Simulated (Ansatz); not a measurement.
Consider the redistribution: `[CH3][Al]([CH3])[TeH]` + `BCS` → `[BH2][Al]([CH3])[CH3]` + `SC[TeH]`.

Gas-phase electronic energies from Ansatz, PBE0-D4/def2-TZVP geometries. CBS: MP2 limit from def2 TZ/QZ plus the TZ coupled-cluster correction, frozen cores. Elements past krypton have def2 core potentials. For Te outer-core shells are correlated without core-valence functions, which leaves a few kJ/mol of doubt a bond. Each species was taken in one conformer, which may not be the lowest.

`[CH3][Al]([CH3])[TeH]`:

Z-matrix (Å, degrees):
```
C
Al 1 1.950
H 1 1.095 2 110.7
H 1 1.095 2 110.3 3 -117.9
H 1 1.092 2 113.0 3 121.4
C 2 1.951 1 123.5 3 52.8
Te 2 2.542 1 119.9 3 -127.4
H 6 1.092 2 113.1 1 177.7
H 6 1.095 2 110.6 1 56.5
H 6 1.095 2 110.5 1 -61.4
H 7 1.657 2 91.7 1 0.5
```

`BCS`:

Cartesian coordinates in Å:
```
B 0.062 -0.064 1.040
C 0.397 0.307 -0.425
S -0.558 -0.446 -1.768
H -0.921 -0.680 1.337
H 0.795 0.322 1.905
H 1.461 0.135 -0.620
H 0.288 1.403 -0.463
H -1.524 -0.978 -1.005
```

`[BH2][Al]([CH3])[CH3]`:

```xyz
12

B     1.846   -0.476    1.223
Al    0.117   -0.032    0.071
C     0.234    1.081   -1.543
C    -1.645   -0.718    0.601
H     2.554   -1.425    1.013
H     2.213    0.198    2.148
H     0.140    0.448   -2.434
H    -0.590    1.801   -1.588
H     1.173    1.633   -1.637
H    -2.289   -0.898   -0.265
H    -2.156    0.027    1.223
H    -1.597   -1.639    1.189
```

`SC[TeH]`:

Z-matrix (Å, degrees):
```
C
Te 1 2.157
S 1 1.794 2 111.1
H 1 1.088 2 108.8 3 116.5
H 1 1.087 2 109.3 3 -123.8
H 2 1.663 1 94.2 3 168.4
H 3 1.343 1 96.9 2 -63.6
```

| species | CCSD(T)/CBS(def2) energy (Eh) |
| --- | --- |
| `[CH3][Al]([CH3])[TeH]` | -590.11565 |
| `BCS` | -463.59975 |
| `[BH2][Al]([CH3])[CH3]` | -347.69506 |
| `SC[TeH]` | -705.94284 |

(1) Work out ΔE.

Largest T1 diagnostic among the species: 0.011.

## Answers

(1) ΔE = (-347.69506) + (-705.94284) − (-590.11565) − (-463.59975) = 0.07750 Eh = +203.5 kJ/mol.

From BLYP to BHLYP (50 % exact exchange), in def2-TZVPP and without D4, ΔE moves by +17.4 kJ/mol. In def2-TZVPP, CCSD(T) changes the Hartree–Fock value by −12.7 kJ/mol (the triples alone add −1.2 kJ/mol) and MP2 by −3.1 kJ/mol. Leaving LDA and LC-ωPBE aside and taking each functional with its dispersion term where it has one, the values, not all of them listed here, spread over 23.8 kJ/mol, from BLYP-D4 to r2SCAN0-D4. LDA lies +11.4 kJ/mol from PBE without D4.
